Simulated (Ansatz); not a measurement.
A nudged elastic band was laid between two geometries of BH5N2 + H2O (11 atoms, charge 0, multiplicity 1).

Theory: RKS B3LYP/6-31G* in Ansatz.

| Item | Value |
| --- | --- |
| movable images | 7 |
| climbing image | yes |
| spring | 5.0 eV/Å² |
| optimiser | quadratic models (default) |
| start path | through a guess of the saddle point |
| force threshold | 0.05 eV/Å |
| iteration limit | 60 |
| end points | relaxed |

Image 0:

```xyz
11
Properties=species:S:1:pos:R:3
B 0.113 -0.448 0.082
N 0.190 -0.162 1.487
H -0.647 -0.164 2.059
H 1.004 -0.451 2.010
H 1.094 -0.847 -0.481
N -1.072 -0.223 -0.645
H -1.864 0.263 -0.241
H -1.134 -0.370 -1.640
O -1.618 2.193 1.218
H -1.491 2.764 0.444
H -0.748 1.762 1.327
```

Image 8:

```xyz
11
Properties=species:S:1:pos:R:3
B -0.818 0.855 -1.131
N -0.198 0.545 2.552
H -1.058 0.524 3.100
H 0.282 -0.337 2.722
H -0.958 1.364 -2.210
N -0.888 -0.560 -1.049
H -1.054 -1.135 -1.860
H -0.790 -1.085 -0.190
O -0.597 1.673 -0.064
H -0.479 1.196 0.791
H 0.386 1.275 2.958
```

**Question.** Which bonds break or form, and what moves?

**Answer.** Bonds broken: B1–N2, O9–H11. Bonds formed: B1–O9, N2–H11. BH5N2 + H2O becomes BH4NO + H3N.

**Question.** Give the energies along the band, and the barrier.

**Answer.** The forces met the threshold. The highest image is number 2 of 0 to 8, 105.2 kJ/mol above the first end and 156.7 kJ/mol above the last; the last end lies 51.5 kJ/mol below the first. A vibrational analysis at the climbing image gives one clearly imaginary mode, 1264i cm⁻¹: a first-order saddle point. The orbitals stay closed-shell, which can raise the energy where a bond breaks towards radicals; this wasn't checked here.

| image | path coordinate (Å) | energy (kJ/mol) | B1–N2 (Å) | O9–H11 (Å) | B1–O9 (Å) |
| --- | --- | --- | --- | --- | --- |
| 0 | 0.00 | 0.0 | 1.44 | 0.98 | 3.36 |
| 1 | 1.70 | 4.8 | 1.43 | 0.97 | 3.12 |
| 2 | 3.40 | 105.2 | 1.58 | 1.20 | 1.64 |
| 3 | 4.81 | 4.7 | 1.78 | 2.51 | 1.43 |
| 4 | 6.22 | -6.8 | 2.63 | 2.67 | 1.38 |
| 5 | 7.62 | -20.1 | 3.32 | 2.36 | 1.38 |
| 6 | 9.03 | -30.2 | 3.49 | 2.40 | 1.38 |
| 7 | 10.44 | -47.3 | 3.58 | 2.85 | 1.36 |
| 8 | 11.85 | -51.5 | 3.75 | 3.20 | 1.36 |

**Question.** What is the geometry of the highest image?

**Answer.** 
```xyz
11
Properties=species:S:1:pos:R:3:forces:R:3
B -0.189 0.361 0.146 0.01 -0.03 0.01
N -0.163 0.046 1.695 -0.01 0.00 -0.01
H -0.988 -0.409 2.080 0.01 0.00 0.00
H 0.681 -0.368 2.078 0.00 0.01 0.00
H 0.882 0.176 -0.379 -0.01 0.00 0.00
N -1.482 -0.049 -0.484 0.01 0.00 0.00
H -1.695 -1.031 -0.321 -0.01 0.00 0.00
H -1.467 0.065 -1.495 0.00 0.00 0.00
O -0.284 1.960 0.474 0.02 0.04 -0.01
H -1.218 2.185 0.301 0.00 0.00 0.01
H -0.248 1.381 1.524 -0.01 -0.02 -0.01
```

**Question.** What are the harmonic wavenumbers there?

**Answer.** 1264i, 208, 320, 354, 412, 619, 673, 734, 768, 798, 842, 865, 942, 993, 1076, 1175, 1259, 1606, 1631, 1672, 1862, 2548, 3489, 3509, 3563, 3612, 3691 cm⁻¹.

Time of the run: 5.2 min on 1 thread of AMD EPYC 9R45 96-Core Processor (Zen 5), with other jobs on the host, peak memory 0.19 GiB.
